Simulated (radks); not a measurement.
The numbers below are computed, except where a source is named.
Problem. I XXV, 29 electrons, occupied as [Ar] 3d10 4s1. Level of theory: Dirac Kohn-Sham, PBE, spin-unpolarised, spherical densities, finite nucleus; Fermi nuclear charge, rms radius 4.75 fm (a radial shooting solver on a logarithmic mesh with Libxc functionals). Some entries of the table are withheld. Estimate them.

orbital,occ.,eigenvalue (eV),<r> (bohr),<r^2> (bohr^2)
1s1/2,2,-33728.59,0.02722,(1)
2s1/2,2,-5841.176,0.1165,0.01607
2p1/2,2,-5531.090,0.09826,0.01187
2p3/2,4,-5231.076,0.1039,0.01315
3s1/2,2,-1735.179,0.3090,0.1091
3p1/2,2,-1607.313,0.2984,0.1032
3p3/2,4,-1548.720,0.3092,0.1106
3d3/2,4,(2),0.2782,0.09104
3d5/2,6,(3),0.2815,0.09310
4s1/2,1,-786.6368,0.6438,0.4652
4p1/2,0,-736.7236,(4),(5)
4p3/2,0,-719.6193,(6),(7)
5s1/2,0,(8),1.100,1.352

Solution. 
(1) 1s1/2 <r^2> (bohr^2): 0.001004
(2) 3d3/2 eigenvalue (eV): -1326.055
(3) 3d5/2 eigenvalue (eV): -1313.465
(4) 4p1/2 <r> (bohr): 0.6494
(5) 4p1/2 <r^2> (bohr^2): 0.4763
(6) 4p3/2 <r> (bohr): 0.6652
(7) 4p3/2 <r^2> (bohr^2): 0.4995
(8) 5s1/2 eigenvalue (eV): -451.6117
